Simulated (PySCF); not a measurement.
## Basis-set dependence of population analyses: `C#C/C(F)=C/C(F)F`

Species: C5H3F3.
Cartesian coordinates in Å at the PBE0-D3(BJ)/def2-SVP level; atoms count from 1:
```xyz
11
C5H3F3 angstrom
C      3.0686    0.2022    0.1732
C      1.8935    0.1416    0.4627
C      0.5132    0.0683    0.8056
F      0.2707    0.1550    2.1158
C     -0.4918   -0.0711   -0.0672
C     -1.9215   -0.1406    0.3380
F     -2.4725   -1.2898   -0.1197
F     -2.6073    0.8815   -0.2261
H      4.1109    0.2568   -0.0852
H     -0.2672   -0.1338   -1.1334
H     -2.0588   -0.0956    1.4300
```

PBE0 throughout (PySCF), one geometry, spherical d and f functions. One conformer (not necessarily the lowest) at the PBE0-D3(BJ)/def2-SVP geometry, without solvent, vibrations or thermal averaging. Atoms taken as equivalent share a column and are averaged. The first 7 of 10 kinds of atom are listed.

Mulliken charges (e):

| basis | functions | C1 | C2 | C3 | F4 | C5 | C6 | F7/F8 |
| --- | --- | --- | --- | --- | --- | --- | --- | --- |
| STO-3G | 43 | -0.108 | -0.048 | +0.100 | -0.055 | -0.130 | +0.148 | -0.109 |
| 6-31G | 78 | -0.427 | +0.080 | +0.319 | -0.287 | -0.185 | +0.375 | -0.308 |
| pcSseg-0 | 78 | -0.245 | -0.087 | +0.348 | -0.329 | -0.274 | +0.477 | -0.360 |
| 6-31G* | 118 | -0.504 | +0.279 | +0.311 | -0.293 | -0.305 | +0.497 | -0.320 |
| cc-pVDZ | 127 | -0.395 | +0.516 | +0.046 | -0.145 | -0.155 | +0.420 | -0.204 |
| def2-SVP | 127 | -0.347 | +0.302 | +0.200 | -0.193 | -0.164 | +0.480 | -0.230 |
| aug-cc-pVDZ | 211 | +0.589 | +0.104 | +0.512 | -0.554 | +0.747 | +1.023 | -0.459 |
| 6-311+G(2d,p) | 234 | -0.449 | +0.664 | +0.125 | -0.303 | -0.150 | +0.135 | -0.248 |
| def2-TZVP | 266 | -0.052 | -0.014 | +0.073 | -0.174 | -0.184 | +0.275 | -0.183 |
| cc-pVTZ | 282 | -0.197 | -0.019 | +0.263 | -0.146 | -0.247 | +0.371 | -0.187 |
| IGLO-III | 310 | -0.094 | -0.117 | +0.319 | -0.237 | -0.099 | +0.266 | -0.223 |
| pcSseg-2 | 330 | -0.103 | -0.009 | +0.320 | -0.246 | -0.165 | +0.553 | -0.267 |

IAO charges (e):

| basis | functions | C1 | C2 | C3 | F4 | C5 | C6 | F7/F8 |
| --- | --- | --- | --- | --- | --- | --- | --- | --- |
| STO-3G | 43 | -0.128 | -0.063 | +0.132 | -0.071 | -0.217 | +0.185 | -0.136 |
| 6-31G | 78 | -0.163 | -0.050 | +0.270 | -0.238 | -0.216 | +0.386 | -0.281 |
| pcSseg-0 | 78 | -0.151 | -0.054 | +0.263 | -0.228 | -0.224 | +0.388 | -0.274 |
| 6-31G* | 118 | -0.165 | -0.054 | +0.294 | -0.247 | -0.222 | +0.446 | -0.293 |
| cc-pVDZ | 127 | -0.172 | -0.052 | +0.294 | -0.246 | -0.224 | +0.442 | -0.293 |
| def2-SVP | 127 | -0.163 | -0.051 | +0.292 | -0.247 | -0.219 | +0.444 | -0.295 |
| aug-cc-pVDZ | 211 | -0.176 | -0.049 | +0.301 | -0.258 | -0.222 | +0.446 | -0.304 |
| 6-311+G(2d,p) | 234 | -0.176 | -0.048 | +0.300 | -0.258 | -0.221 | +0.445 | -0.305 |
| def2-TZVP | 266 | -0.177 | -0.049 | +0.305 | -0.258 | -0.225 | +0.453 | -0.305 |
| cc-pVTZ | 282 | -0.178 | -0.050 | +0.304 | -0.256 | -0.225 | +0.452 | -0.303 |
| IGLO-III | 310 | -0.177 | -0.049 | +0.303 | -0.259 | -0.223 | +0.448 | -0.305 |
| pcSseg-2 | 330 | -0.175 | -0.050 | +0.305 | -0.259 | -0.225 | +0.452 | -0.306 |

Hirshfeld charges (e):

| basis | functions | C1 | C2 | C3 | F4 | C5 | C6 | F7/F8 |
| --- | --- | --- | --- | --- | --- | --- | --- | --- |
| STO-3G | 43 | -0.068 | -0.066 | +0.095 | -0.014 | -0.085 | +0.167 | -0.080 |
| 6-31G | 78 | -0.065 | -0.053 | +0.113 | -0.070 | -0.076 | +0.152 | -0.118 |
| pcSseg-0 | 78 | -0.058 | -0.055 | +0.112 | -0.062 | -0.079 | +0.150 | -0.112 |
| 6-31G* | 118 | -0.072 | -0.053 | +0.108 | -0.061 | -0.075 | +0.145 | -0.109 |
| cc-pVDZ | 127 | -0.069 | -0.054 | +0.103 | -0.048 | -0.083 | +0.135 | -0.100 |
| def2-SVP | 127 | -0.066 | -0.051 | +0.108 | -0.057 | -0.082 | +0.141 | -0.105 |
| aug-cc-pVDZ | 211 | -0.064 | -0.051 | +0.104 | -0.062 | -0.082 | +0.136 | -0.108 |
| 6-311+G(2d,p) | 234 | -0.062 | -0.053 | +0.103 | -0.064 | -0.079 | +0.139 | -0.110 |
| def2-TZVP | 266 | -0.065 | -0.051 | +0.105 | -0.061 | -0.080 | +0.136 | -0.107 |
| cc-pVTZ | 282 | -0.067 | -0.051 | +0.106 | -0.058 | -0.081 | +0.135 | -0.105 |
| IGLO-III | 310 | -0.064 | -0.051 | +0.105 | -0.062 | -0.081 | +0.136 | -0.108 |
| pcSseg-2 | 330 | -0.064 | -0.049 | +0.106 | -0.063 | -0.080 | +0.135 | -0.108 |

Which scheme is steadiest as the basis changes?

Largest range over the bases for any column: Hirshfeld 0.06 e, IAO 0.27 e, Mulliken 1.09 e. Hirshfeld charges move least and Mulliken charges most, counted in e. Without the minimal STO-3G basis the ranges are Hirshfeld 0.02, IAO 0.07, Mulliken 1.09 e.

How much do the charges still move between the two largest bases, IGLO-III and pcSseg-2?

At most, over all atoms: Mulliken 0.288 e, IAO 0.003 e, Hirshfeld 0.002 e.

What do the same runs give for the total energy, the frontier levels and the dipole moment?

```csv
basis,energy (Eh),HOMO (eV),LUMO (eV),μ (D)
STO-3G,-484.5788,-4.96,1.72,1.34
6-31G,-491.1228,-7.71,-1.47,2.99
pcSseg-0,-490.1268,-8.01,-1.75,3.01
6-31G*,-491.2319,-7.44,-1.26,2.45
cc-pVDZ,-491.2738,-7.62,-1.46,2.44
def2-SVP,-490.8765,-7.73,-1.57,2.52
aug-cc-pVDZ,-491.3116,-7.83,-1.75,2.57
"6-311+G(2d,p)",-491.4026,-7.86,-1.78,2.62
def2-TZVP,-491.4519,-7.81,-1.69,2.53
cc-pVTZ,-491.4281,-7.76,-1.63,2.48
IGLO-III,-491.4581,-7.83,-1.75,2.56
pcSseg-2,-491.4486,-7.85,-1.76,2.60
```

The dipole is fixed by the density alone, so its range of 1.67 D shows that the density itself changes with the basis, not only its division among atoms.
